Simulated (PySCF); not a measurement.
Calculated NMR parameters of C=CCN([SiH3])[SiH3]

* Formula: C3H11NSi2
* SMILES: C=CCN([SiH3])[SiH3]
* InChI: InChI=1S/C3H11NSi2/c1-2-3-4(5)6/h2H,1,3H2,5-6H3
* Point group of the computed structure: C1
* Degrees of unsaturation: 1
* Carbon signals: 3
* Proton signals: 5

Mapped SMILES: `[CH2:1]=[CH:2][CH2:3][N:4]([SiH3:5])[SiH3:6]`; H(Xn) means a hydrogen on atom n. Ha(C1) is cis to C3; Hb(C1) is trans to C3.

No solvent, non-relativistic Hamiltonian, one averaged value for each set of equivalent atoms, one conformer. Geometry: GFN2-xTB; GIAO PBE0/pcSseg-1 shieldings; PySCF 2.14.0 with density-fitted response routines.

Referencing at the same level of theory: ¹H, ¹³C, ²⁹Si vs TMS; NH3 for ¹⁵N.

```tsv
carbon	δC, type	δH (multiplicity)	HMBC from (2–3 bonds)	span of the C tensor (ppm)
C1	122.1, CH2	Hb(C1) 5.42 (m); Ha(C1) 5.38 (m)	H(C2), H(C3)	206
C2	143.9, CH	6.21 (m)	Hb(C1), Ha(C1), H(C3)	236
C3	59.9, CH2	3.61 (d)	H(C2), Hb(C1), Ha(C1), H(Si5)/H(Si6)	41
```

Other nuclei:
| atoms | nucleus | environment | δ (ppm) | σ (ppm) |
| --- | --- | --- | --- | --- |
| H(Si5)/H(Si6) | ¹H | hydrogen on a silicon bonded to N | 4.71 | 27.01 |
| Si5/Si6 | ²⁹Si | silicon bonded to N, 3 H | -47.1 | 396.3 |
| N4 | ¹⁵N | nitrogen bonded to C, 2 Si | 14.6 | 253.1 |

- Carbon types of the structure: 1 × CH, 2 × CH2, leaving 6 H on heteroatoms.
- δC 143.9: alkene CH; the olefinic region.
- δC 122.1: terminal =CH2 carbon; an sp2 carbon of a C=C bond.
- δC 59.9: allylic sp3 CH2 bonded to N; pulled downfield by the heteroatom.
- δH 6.21: hydrogen on an alkene CH; attached to an sp2 carbon and in the plane of the double bond.
- δH 5.42, 5.38: hydrogen on a terminal =CH2 carbon; a vinylic proton, deshielded by the sp2 carbon and the C=C anisotropy.

Shifts are as computed. Against solution values, carbons near 30 ppm lie about +3 ppm off and those near 130 ppm about +5 ppm. Of 1309 compounds with measured shifts, 239 miss one by over three times the rms of a fit or turn the order of signals round; such compounds aren't used in these exercises. Experimental scales use liquid or dissolved standards, which lie at an offset from isolated NH3 (liquid NH3: subtract about 20 ppm). Multiplicities follow the n + 1 count of equivalent neighbours, as no J values were calculated; m marks all less simple cases, F and P coupling included.
